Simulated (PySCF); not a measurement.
C₂H₁₀OSi₃, SMILES [SiH3][C@H]1O[SiH2]C[SiH2]1.

Geometry: PBE0-D3(BJ)/def2-SVP. The structure was generated by enumeration; whether it is a known compound was not checked. One conformer was computed; it need not be the lowest.

Method: PBE/def2-TZVP run with PySCF.

```json
{
  "total_energy": "-1025.39585 hartree",
  "highest_occupied_level": "-6.01 eV",
  "lowest_empty_level": "-0.81 eV",
  "orbital_gap": "5.20 eV",
  "dipole_moment": "1.26 D",
  "quadrupole, principal values (traceless, Buckingham form, about the centre of nuclear charge)": "-4.25, -1.03, 5.27 D·Å"
}
```
